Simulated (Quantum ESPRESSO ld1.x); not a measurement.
The numbers below are computed, except where a source is named.
Hf43+, 29 electrons, occupied as [Ar] 3d10 4s1. Code: ld1.x of Quantum ESPRESSO 7.5. Model: scalar-relativistic Kohn-Sham, LDA (Slater exchange, VWN5 correlation), spin-unpolarised, spherical densities, point nucleus.

Unscreened Slater integrals over Kohn-Sham orbitals (cm^-1). Empty in this configuration: 4p, 5s.

| integral | value |
|---|---|
| F0(5s,5s) | 289930 |
| F0(5s,4p) | 341780 |
| G1(5s,4p) | 36122 |
| F0(5s,4s) | 343380 |
| G0(5s,4s) | 27046 |
| F0(5s,3d) | 392150 |
| G2(5s,3d) | 21204 |
| F0(5s,3p) | 387430 |
| G1(5s,3p) | 21326 |
| F0(4p,4p) | 473810 |
| F2(4p,4p) | 245840 |
| F0(4p,4s) | 478530 |
| G1(4p,4s) | 322370 |
| F0(4p,3d) | 599180 |
| F2(4p,3d) | 176060 |
| G1(4p,3d) | 57449 |
| G3(4p,3d) | 58324 |
| F0(4p,3p) | 588290 |
| F2(4p,3p) | 188150 |
| G0(4p,3p) | 51266 |
| G2(4p,3p) | 61905 |
| F0(4s,4s) | 483710 |
| F0(4s,3d) | 606380 |
| G2(4s,3d) | 58454 |
| F0(4s,3p) | 595370 |
| G1(4s,3p) | 61480 |
| F0(3d,3d) | 1083700 |
| F2(3d,3d) | 554480 |
| F4(3d,3d) | 357270 |
| F0(3d,3p) | 1011300 |
| F2(3d,3p) | 486890 |
| G1(3d,3p) | 530510 |
| G3(3d,3p) | 351150 |
| F0(3p,3p) | 968790 |
| F2(3p,3p) | 486030 |
